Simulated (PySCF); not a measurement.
W(OH)2 (H₂O₂W), SMILES [OH][W][OH] (connectivity only; charge and spin as stated), neutral, multiplicity 3. Atoms are numbered in the order given.

```xyz
5

W      0.0000     0.0000     0.0000
O      0.0000     0.0000    -1.8216
H      0.0000     0.0000    -2.7745
O      0.0000     0.0000     1.8216
H      0.0000     0.0000     2.7745
```
Charge 0, spin multiplicity 3.

The structure is a stationary point at PBE0-D3(BJ)/def2-TZVP. The multiplicity is an assumed one; other spin states were not compared. The def2 effective core potentials stand for the cores of W; spin–orbit coupling is left out. Other conformers were not sampled.

Computed with M06-2X/def2-TZVPD in PySCF.

Isolated molecule, no solvent.

Computed frontier levels, dipole moment and polarisability:
The α spin, highest occupied and lowest empty level is -7.35 and 0.12 eV, the β spin, highest occupied and lowest empty level is -5.53 and -0.23 eV and the dipole moment is 0.00 D. The mean static polarisability comes out as 69.5 bohr³ (10.30 Å³) and the polarisability, principal values is 64.7, 71.9, 71.9 bohr³. The ⟨S²⟩ is 2.019 (pure state 2.00).
